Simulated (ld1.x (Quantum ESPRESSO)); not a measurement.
What one change does to a pseudopotential (antimony, TM)

- Element: Sb (Z = 51)
- Generator: ld1.x (Quantum ESPRESSO) 7.5
- Type: norm-conserving Troullier–Martins (Kleinman–Bylander form)
- Functional: PBE
- Relativity: fully relativistic
- Frozen core: [Kr] 4d10
- Valence charge: 5
- Reference configuration: 5s2 5p2.5 (charge +0.5)
- Partial waves: 5s (bound): rc 1.90 bohr; 5p (bound): rc 2.10 bohr; 5d channel at 0.35 Ry: rc 2.10 bohr
- Local potential: all-electron potential smoothed inside 2.00 bohr (lloc = -1)
- Core correction: a·sin(br)/r model core inside 1.50 bohr

Open shells are filled in proportion to 2j + 1 (rel_dist='average').

All-electron outer shells of the reference configuration (PBE, scalar-relativistic, ld1.x):

| shell | level (eV) | outermost node (bohr) | outermost maximum (bohr) |
| --- | --- | --- | --- |
| 4d | -37.56 | 0.38 | 0.84 |
| 5s | -16.59 | 0.95 | 1.88 |
| 5p | -8.27 | 1.04 | 2.29 |

Change: core [Kr], valence charge 15; reference 4d10 5s1 5p4; waves now 5s (bound): rc 1.85 bohr; 5p (bound): rc 1.90 bohr; 4f channel at 0.4 Ry: rc 1.70 bohr; 4d (bound): rc 1.50 bohr; local potential the d channel; core correction Bessel-smoothed model core, default radius (core density twice the valence density).

Cutoffs: the cutoffs (Ry, on a coarse ladder) from which the occupation-weighted sum of valence levels, in a spherical-Bessel basis at the reference potential, stays within 10 and 1 mRy of its value at 400 Ry; they do not see the model core or the augmentation charge, which bear on the density cutoff. Errors are all-electron minus pseudo energies relative to the spin-unpolarised reference configuration.

Q: What does the change do?

A: The potential gets harder (21 Ry and 35 Ry → 90 Ry and 140 Ry); a bound ghost appears in p, s, which as a rule spoils a file; the miss of the reference levels goes from 0.00 to 0.75 eV. The added semicore shells are compact, so their waves need more plane waves. Several settings change at once here, so the effects cannot be laid on one of them. In the changed file the local d channel has no projectors, so it cannot carry the spin–orbit splitting, and the file is wrong for that shell.

| quantity | base | changed |
| --- | --- | --- |
| cutoff, loose | 21 Ry | 90 Ry |
| cutoff, tight | 35 Ry | 140 Ry |
| bound ghosts | none | s, p3/2, p1/2 |
| largest miss of a reference level, eV | 0.00 | 0.75 |
| largest error over its own tests, meV | -361 | -253 |

 A true bound ghost makes a file unfit for plane-wave use even where its test errors are small: the radial tests pick states by their node count and pass the ghost by.
